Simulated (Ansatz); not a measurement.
Reaction (homolysis of the C–Ga bond): `O[CH2][Ga]([OH])[OH]` → `[CH2]O`• + `[OH][Ga][OH]`•

Isolated molecules relaxed with PBE0-D4/def2-TZVP in Ansatz; ΔE leaves out vibrations. CBS: MP2 limit from def2 TZ/QZ plus the TZ coupled-cluster correction, frozen cores. DFT in def2-TZVPP. B3LYP here is the variant with VWN-RPA as its local correlation; programs differ in this. Open shells (•) are unrestricted, without spin–orbit coupling. For Ga outer-core shells are correlated without core-valence functions, which leaves a few kJ/mol of doubt a bond. Scalar relativity is left out up to krypton. Each species was taken in one conformer, which may not be the lowest.

`O[CH2][Ga]([OH])[OH]`:

Cartesian coordinates in Å:
```
O 1.147 -0.473 -1.718
C 0.097 -0.970 -0.912
Ga -0.232 0.246 0.610
O 0.386 1.881 0.231
O -1.002 0.115 2.214
H 1.105 0.487 -1.739
H -0.830 -1.100 -1.487
H 0.390 -1.962 -0.562
H 0.264 2.535 0.921
H -1.326 -0.759 2.441
```

`[CH2]O`•:

Z-matrix (Å, degrees):
```
C
O 1 1.357
H 1 1.080 2 113.9
H 1 1.084 2 119.2 3 153.9
H 2 0.960 1 109.6 3 -175.8
```

`[OH][Ga][OH]`•:

Z-matrix (Å, degrees):
```
O
Ga 1 1.804
H 1 0.960 2 114.9
O 2 1.795 1 114.9 3 180.0
H 4 0.963 2 111.1 1 0.0
```

```tsv
level	ΔE (eV)
B97M-V	2.88
B3LYP-D4	2.75
ωB97M-V	2.94
PBE0	2.76
HF/def2-SVP	1.97
CCSD/def2-SVP	2.83
CCSD(T)/def2-TZVPP	2.98
MP2/CBS(def2)	3.24
```

Task: What does CCSD(T)/CBS give? (Estimate.)

Result: The calculation gave: +3.12 eV. The listed levels differ from it by -0.24, -0.37, -0.18, -0.36, -1.15, -0.29, -0.14, 0.12 eV.

Largest T1 diagnostic among the species: 0.017.

From BLYP to BHLYP (50 % exact exchange), in def2-TZVPP and without D4, ΔE moves by +0.16 eV. Leaving LDA and LC-ωPBE aside and taking each functional with its dispersion term where it has one, the values, not all of them listed here, spread over 0.33 eV, from BLYP-D4 to ωB97X-V. LDA lies +0.61 eV from PBE without D4, its usual overbinding. At CCSD(T), def2-SVP lies −0.25 eV from the extrapolated value and def2-TZVPP −0.15 eV: correlation converges slowly with the basis, and small sets miss more of it in the bonded molecule than in its fragments.

CCSD(T)/CBS has its own doubt, a few kJ/mol and more with outer-core shells, so smaller differences from it don't rank the levels.
